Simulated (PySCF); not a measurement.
## A small calculation by hand: entropy of an ideal gas

MgHI, SMILES [I][MgH].

Coordinates come from a B3LYP-D3(BJ)/def2-TZVP optimisation. The def2 effective core potentials stand for the cores of I; spin–orbit coupling is left out.

B3LYP-D3(BJ)/def2-TZVP (PySCF) gives the harmonic wavenumbers 306, 306, 324, 1669 cm⁻¹ and the rotational temperature 0.1638 K. The molar mass is 152.22 g/mol, the symmetry number 1, the spin multiplicity 1.

Task: Work out the entropy at 298.15 K and 1 atm in the rigid-rotor, harmonic-oscillator model.

Result: 
Translation (Sackur–Tetrode at 1 atm): S = R[1.5 ln M + 2.5 ln T − 1.16487] = 171.4 J/(mol K).
Rotation: q = T/(σ θ) = 1820, S = R[ln q + 1] = 70.7 J/(mol K).
Vibration: with u = 1.4388 ν/T, each mode gives R[u/(e^u − 1) − ln(1 − e^−u)]:
```csv
ν (cm⁻¹),modes,u,S (J/(mol K))
306,2,1.48,11.58
324,1,1.56,5.40
1669,1,8.05,0.02
```
These are all the modes. Sum 17.0 J/(mol K).
Spin: R ln 1 = 0.0 J/(mol K).
Total 259.1 J/(mol K); the program's own thermochemistry gives 259.2. Translation makes up 66 % and vibration 7 %. Anharmonicity, hindered rotation and orbital degeneracy are left out.
